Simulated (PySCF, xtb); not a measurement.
Be(Me)2 cation (C2H6Be), SMILES [CH3][Be][CH3] (connectivity only; charge and spin as stated), charge +1, multiplicity 2.

Harmonic wavenumbers (cm⁻¹) from xtb with GFN2-xTB at its own minimum, in rising order: 33, 80, 80, 438, 438, 444, 538, 538, 843, 1035, 1239, 1318, 1319, 1332, 1332, 2942, 2956, 2957, 2961, 2962, 2965.

Question: What does PBE0-D3(BJ)/def2-TZVP run with PySCF 2.14.0 give at its own minimum? (Estimate from the structure and the level; the computed values follow.)

Answer: 29, 99, 100, 382, 438, 479, 480, 530, 530, 953, 1148, 1363, 1363, 1370, 1370, 3028, 3033, 3173, 3173, 3178, 3178. Paired by order, the mean absolute difference is 89 cm⁻¹ and the zero-point energies are 41.1 and 42.0 kcal/mol.
